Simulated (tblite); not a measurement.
Species: C4H5N3O.
Structure used (GFN2-xTB), in Å, numbered top down from 1:
```
atom  x, y, z in Å
C1    -2.299    0.159    0.360
N2    -0.934   -0.046   -0.016
N3    -0.597   -0.819   -1.026
C4     0.722   -0.781   -1.056
C5     1.156    0.057   -0.008
C6     2.499    0.438    0.395
O7     3.512    0.067   -0.140
N8     0.059    0.496    0.622
H9    -2.627   -0.631    1.040
H10   -2.382    1.121    0.861
H11   -2.917    0.135   -0.535
H12    1.297   -1.316   -1.781
H13    2.508    1.120    1.266
```

Computed values, GFN2-xTB/tblite, gas phase, harmonic and unscaled. The method is semi-empirical: single wavenumbers can be off by several per cent or more. One conformer, not necessarily the lowest. The optimisation stopped once no atom felt more than 0.01 eV/Å.

Lowest wavenumbers of the output (negative numbers stand for imaginary wavenumbers):
```
mode    cm-1
  1     -24.6
  2      98.5
  3     162.8
  4     211.3
  5     280.5
  6     333.6
  7     494.4
  8     653.7
  9     654.5
 10     719.0
 11     764.0
 12     841.7
 13     921.0
 14     994.6
 15    1047.6
```

Problem. Is this structure a minimum?

Solution. Not by this Hessian. 1 mode is imaginary beyond 20i (25i cm⁻¹), so at this level the point lies at or near a first-order saddle. The curvature is small, so loose convergence or finite differences may be the whole cause.

Problem. Which atoms move in the imaginary mode?

Solution. 25i: H11 (methyl hydrogen) 34 %, H9 (methyl hydrogen) 31 %, H10 (methyl hydrogen) 31 %. These are shares of the mass-weighted motion.

Problem. What is the remedy?

Solution. Step along that mode in both directions, optimise again with tighter thresholds and repeat the frequencies. The zero-point energy of this point (58.5 kcal/mol) counts the 32 real modes alone, and thermal corrections from it aren't those of a minimum.
